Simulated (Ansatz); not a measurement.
Cd3S4, relaxed as a singlet with RKS PBE-D4/def2-SVP in Ansatz, starting from the GFN1-xTB geometry. Force threshold 0.02 eV/Å.

In the def2 sets Cd takes a core potential; there is no spin–orbit coupling. Another isomer (singlet) lies 1.09 eV lower at PBE0-D4/def2-TZVP; other spin states weren't run for this one.

Start:

| atom | x (Å) | y (Å) | z (Å) |
| --- | --- | --- | --- |
| Cd1 | -2.862 | 0.127 | 2.236 |
| Cd2 | 1.771 | 1.155 | -1.361 |
| Cd3 | -1.752 | 0.401 | -0.406 |
| S4 | 2.633 | -0.531 | 0.177 |
| S5 | -0.485 | -1.187 | 1.029 |
| S6 | 1.141 | -1.895 | 0.068 |
| S7 | -0.446 | 1.930 | -1.742 |

Estimate the energy that the relaxation releases and the steps that it takes.

13.9 kcal/mol, in 26 steps; 49 s on 4 threads of Arm Neoverse V2 on a shared host. The force fell under the threshold at step 20, but the optimiser went on and released 0.002 eV more. No frequencies were taken in this run, so the end may be a saddle point.

Does the start keep its bonding?

By distances, no bond broke or formed, bridged metal pairs apart. The bond that changes most is S4–S6, from 2.02 to 2.13 Å (atoms count from 1). Metal–metal contacts that move far: Cd2–Cd3 3.73 to 3.11 Å.

Predict the relaxed structure.


```xyz
7

Cd   -3.8469    0.6183    1.5252
Cd    1.4626    1.0363   -1.2730
Cd   -1.1300    0.3867    0.3229
S     2.9218   -0.6707   -0.4004
S     0.0471   -1.4609    1.4416
S     1.2320   -1.9534   -0.2258
S    -0.6865    2.0437   -1.3905
```
Bond lengths (bridged metal pairs left out): 4 × Cd–S 2.38 to 2.46 Å; 2 × S–S 2.10 to 2.13 Å; 1 × Cd–Cd 2.98 Å.
